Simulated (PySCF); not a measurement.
oxasilolan-5-one (C3H6O2Si), SMILES O1C(=O)CC[SiH2]1. Geometry optimised at PBE-D3(BJ)/def2-SVP. One conformer was computed; it need not be the lowest.

Calculation: PBE-D3(BJ)/def2-SVP (PySCF).

Harmonic wavenumbers (cm⁻¹): 110, 127, 410, 461, 503, 523, 589, 657, 684, 732, 739, 845, 892, 905, 944, 981, 1079, 1088, 1174, 1207, 1246, 1372, 1388, 1841, 2181, 2200, 2989, 3005, 3057, 3072. Rotational constants (GHz): 5.482, 2.568, 1.845; symmetry number 1.

Question: Work out the zero-point energy and the ideal-gas rigid-rotor harmonic-oscillator thermochemistry at 298.15 K and 1 atm.

Answer: ZPE = ½ Σ hcν = ½ × 37002 cm⁻¹ = 52.90 kcal/mol. H − E(el) = 57.39 kcal/mol. Entropy in cal/(mol K): translation 39.78, rotation 26.92, vibration 11.86, total 78.56. G − E(el) = 33.97 kcal/mol. Cp = 25.27 cal/(mol K). Modes under 150 cm⁻¹ make the vibrational entropy uncertain.
